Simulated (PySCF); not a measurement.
## How methods differ on the electron affinity of I

I⁻ [Xe] (1S) → I [Kr] 4d10 5s2 5p5 (2P), as a difference of total energies. All numbers are calculated (PySCF 2.14, scalar relativity by spin-free X2C-1e, in x2c-QZVPPall with one added diffuse shell each of s, p, d, f type (14s10p8d5f1g, 128 functions)). Correlated levels: valence: [Kr] 4d10 frozen; valence and next inner shell: [Ar] 3d10 frozen. The calculations carry no spin-orbit coupling.

| method | electron affinity (eV) | plus first-order spin-orbit estimate | error of that sum (eV) |
| --- | --- | --- | --- |
| UHF | 2.294 | 1.997 | -1.062 |
| LDA | 3.512 | 3.215 | +0.156 |
| PBE | 3.251 | 2.954 | -0.105 |
| PBE0 | 3.240 | 2.943 | -0.116 |
| r2SCAN | 3.262 | 2.965 | -0.094 |
| wB97X-V | 3.241 | 2.944 | -0.115 |
| M06 | 3.013 | 2.716 | -0.343 |
| MN15 | 3.166 | 2.869 | -0.190 |
| MP2 (valence) | 3.263 | 2.966 | -0.093 |
| SCS-MP2 (valence) | 3.206 | 2.909 | -0.150 |
| MP2 (valence and next inner shell) | 3.354 | 3.058 | -0.001 |
| SCS-MP2 (valence and next inner shell) | 3.267 | 2.970 | -0.089 |

Reference: 3.059 eV (measured; photodetachment measurements, as compiled on the Wikipedia data page of electron affinities).

A first-order spin-orbit estimate (lowest level to lowest level, LS coupling) adds -0.297 eV.

Errors of the correlated levels include the incompleteness of this basis and the frozen core.
